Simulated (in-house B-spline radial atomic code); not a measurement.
**OEP/ALDAx excitations of neutral magnesium**

Method: OEP/ALDAx. Computed with an all-electron radial atomic-structure program (B-spline basis): linear response of the closed shell [Ne] 3s2 with the adiabatic LDA exchange kernel on the exchange-only optimised effective potential; scalar-relativistic (spin-free one-electron X2C), finite nucleus, no spin-orbit coupling, no double excitations, S, P, D and F terms only.

Command:
```bash
python run_td.py task.json out
```
Settings (radii: box in bohr, nucleus in fm):
```
Z                        12
electrons                12
configuration            [Ne] 3s2
hamiltonian              x2c
method                   oep
box_radius               75
rms_radius               3.057
intervals                116
```

Cost of the run: 1.3 s on 1 thread of Arm Neoverse N1 (shared host).

The lowest states, in the order of their Tamm-Dancoff energies; the method's threshold (minus the highest occupied level) is 6.895 eV. Labels give the largest channel, * marks a mixed state, and oscillator strengths are full-response dipole values. Measured ¹D terms are left out, since they can mix with doubly excited terms. Semilocal kernels can invert the small singlet-triplet splittings of Rydberg terms. Energies in eV:

| state | full response | Tamm-Dancoff | oscillator strength | measured (J-weighted term) |
| --- | --- | --- | --- | --- |
| 3s → 3p 3P | 1.839 | 2.164 | - | 2.714 |
| 3s → 3p 1P | 4.064 | 4.227 | 1.55 | 4.346 |
| 3s → 4s 3S | ? | ? | - | ? |
| 3s → 4s 1S | 4.804 | 4.819 | - | 5.394 |
| 3s → 3d 3D | 4.994 | 5.025 | - | 5.946 |
| 3s → 4p 3P | 5.126 | 5.147 | - | 5.932 |
| 3s → 3d 1D | ? | ? | - | - |
| 3s → 4p 1P | 5.491 | 5.548 | 0.198 | 6.118 |
| 3s → 5s 3S | 5.684 | 5.690 | - | 6.431 |
| 3s → 5s 1S | 5.824 | 5.830 | - | 6.516 |

(1) Where does 3s → 3d 1D lie?

(2) Where does 3s → 4s 3S lie?

(3) How large is the singlet-triplet splitting of 3s → 3p (P terms) in Tamm-Dancoff?

(4) What polarisabilities and dispersion coefficient does the method give?

Results:

(1) At 5.255 eV in full response, 5.257 eV in Tamm-Dancoff.

(2) At 4.334 eV in full response, 4.357 eV in Tamm-Dancoff; measured 5.108 eV.

(3) 2.06 eV, from the unrounded values.

(4) Dipole 77.39 bohr³, quadrupole 1031 bohr⁵, C6 704.2 hartree·bohr⁶ for two such species. Recommended dipole value: 71.2 ± 0.4 bohr³ (Schwerdtfeger and Nagle, table of static dipole polarizabilities (2023 update)), which includes relativity and correlation.
